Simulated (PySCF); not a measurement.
Precursor series Zn Br-H. All species are isolated molecules in the gas phase.

Calculation: TPSSh-D3(BJ)/def2-TZVP // BP86-D3(BJ)/def2-SVP (PySCF 2.14.0). 

| species | charge on the central atom (meta-Löwdin) (e) | coordination number | charge on the central atom (Mulliken) (e) | LUMO (eV) |
|---|---|---|---|---|
| 0 of 2 Br replaced by H | 1.18 | 2 | 0.54 | -2.23 |
| 1 of 2 Br replaced by H | 1.01 | 2 | 0.32 | -0.96 |
| 2 of 2 Br replaced by H ([Zn(H)2]) | 0.88 | 2 | 0.11 | -0.94 |
